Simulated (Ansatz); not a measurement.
Frontier orbitals of `F[C@H]1C=CC[C@@H]1F`.

```xyz
13

F     1.5706   -0.6969   -1.4726
C     1.1688   -0.3017   -0.1985
C     0.7510    1.1298   -0.2034
C    -0.5603    1.2521   -0.0321
C    -1.2470   -0.0685    0.1311
C    -0.0936   -1.0657    0.2163
F     0.0547   -1.4905    1.5277
H     1.9938   -0.5334    0.4811
H     1.4513    1.9412   -0.3540
H    -1.0974    2.1937   -0.0218
H    -1.8503   -0.1289    1.0408
H    -1.9164   -0.2773   -0.7097
H    -0.2253   -1.9540   -0.4048
```

Charge 0, multiplicity 1. All single points use the PBE0-D4/def2-TZVP geometry. Basis def2-TZVPP, Ansatz.

| functional | HOMO (eV) | LUMO (eV) | gap (eV) |
| --- | --- | --- | --- |
| LDA (SPW92) | -6.89 | -1.61 | 5.28 |
| PBE | -6.72 | -1.36 | 5.36 |
| revPBE | -6.65 | -1.26 | 5.39 |
| PBE0 | -7.88 | -0.31 | 7.57 |
| B3LYP | -7.67 | -0.56 | 7.11 |
| CAM-B3LYP | -9.23 | 0.84 | 10.07 |
| ωB97M-V | -10.13 | 1.82 | 11.95 |

(1) What is the vertical ionisation energy at frozen-core CCSD(T)/CBS(def2)? (Estimate.)

Results:

(1) Computed: 10.47 eV (T1 of the cation 0.018).

Against PBE, PBE0 changes HOMO and LUMO by −1.17 and +1.05 eV, ωB97M-V by −3.41 and +3.18 eV. A gap of 5.36 eV thus becomes 11.95 eV for the same molecule, so an orbital gap means little without its functional. A positive LUMO is unbound and depends on the basis. −ε(HOMO) differs from that ionisation energy by −3.75 eV with PBE and −0.34 eV with ωB97M-V.

B3LYP here is the variant with VWN-RPA as its local correlation; programs differ in this.
